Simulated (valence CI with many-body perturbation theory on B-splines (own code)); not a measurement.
## Basis-set convergence for Bi¹⁰⁺

Calculated by configuration interaction combined with many-body perturbation theory (CI+MBPT): five valence electrons over a frozen Dirac-Fock core [Xe] 4f14, a basis of 7 s, 7 p, 8 d, 6 f, 4 g, 1 h functions for each j, with the one-electron correlation potential Σ1 (screened to all orders), the two-electron term Σ2, the three-electron term Σ3, Breit, model QED; selected single and double excitations, second order for the rest, scaled by the run's own slope (own B-spline code, finite nucleus).

No measured spectrum was set against this ion. As an estimate, terms of the open shell hold to 2 to 4 % of their energy, and close levels can change places. Among the levels kept, up to 460 cm⁻¹ of a level comes from second order outside the variational space, and about a tenth of that is noise between levels of different J, which matters for small intervals. Only levels of the ground parity were solved; by the run's estimate the other parity begins above the list, which can be wrong where configurations are misplaced.

The reference run has the lowest level (5d3/2^4 5d5/2) J=5/2 and an ionisation energy of 183.950 eV. Its largest variational space holds 19997 state functions.

Levels are named by their leading jj configuration (3d3/2^4 stands for four electrons in 3d with j = 3/2), which in mixed levels can hold well under half, so a name can repeat and another be missing. Letters in brackets count levels of one name in rising energy.

Changed runs:
A. basis 6 s, 6 p, 5 d, 5 f, 1 g
B. basis 5 s, 5 p, 4 d, 4 f

Excitation energies of the reference run in cm⁻¹, and shifts in cm⁻¹:

| Level | Reference | A | B |
| --- | --- | --- | --- |
| (5d3/2^3 5d5/2^2) J=5/2 [a] | 21923 | +174 | +843 |
| (5d3/2^3 5d5/2^2) J=7/2 [a] | 35909 | +214 | +1266 |
| (5d3/2^3 5d5/2^2) J=3/2 [a] | 37333 | +229 | +1163 |
| (5d3/2^3 5d5/2^2) J=11/2 | 38939 | +268 | +1315 |
| (5d3/2^3 5d5/2^2) J=9/2 | 42238 | +221 | +1391 |
| (5d3/2^3 5d5/2^2) J=5/2 [b] | 42964 | +172 | +1199 |
| (5d3/2^3 5d5/2^2) J=1/2 | 45848 | +244 | +1244 |
| (5d3/2^3 5d5/2^2) J=7/2 [b] | 52330 | +295 | +1814 |
| (5d3/2^2 5d5/2^3) J=5/2 [a] | 56582 | +259 | +1343 |
| (5d3/2^2 5d5/2^3) J=7/2 [a] | 62097 | +208 | +1512 |
| (5d3/2^3 5d5/2^2) J=3/2 [b] | 63906 | +374 | +1725 |
| (5d3/2^2 5d5/2^3) J=11/2 | 63993 | +259 | +1442 |
| Ionisation energy (eV) | 183.950 | -0.058 | -0.107 |
